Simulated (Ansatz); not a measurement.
Reaction (redistribution): `N#[C][In]([Cl])[Cl]` + `C[SiH](O)[GeH2][OH]` → `[CH3][In]([Cl])[C]#N` + `[OH][GeH2][SiH](O)Cl`

Computed with Ansatz on PBE0-D4/def2-TZVP structures; ΔE is electronic, products minus reactants. CBS: MP2 limit from def2 TZ/QZ plus the TZ coupled-cluster correction, frozen cores. Elements past krypton have def2 core potentials. For Ge, In outer-core shells are correlated without core-valence functions, which leaves a few kJ/mol of doubt a bond. Scalar relativity is left out up to krypton. Each species was taken in one conformer, which may not be the lowest.

| species | CCSD(T)/CBS(def2) energy (Eh) |
| --- | --- |
| `N#[C][In]([Cl])[Cl]` | -1202.20735 |
| `C[SiH](O)[GeH2][OH]` | -2558.48666 |
| `[CH3][In]([Cl])[C]#N` | -782.24624 |
| `[OH][GeH2][SiH](O)Cl` | -2978.45072 |

(1) Work out ΔE.

Largest T1 diagnostic among the species: 0.014.

## Answers

(1) ΔE = (-782.24624) + (-2978.45072) − (-1202.20735) − (-2558.48666) = -0.00295 Eh = -1.9 kcal/mol.

From PBE to PBE0 (25 % exact exchange), in def2-TZVPP and without D4, ΔE moves by +0.8 kcal/mol. In def2-TZVPP, CCSD(T) changes the Hartree–Fock value by −4.5 kcal/mol (the triples alone add −0.5 kcal/mol) and MP2 by −5.9 kcal/mol.
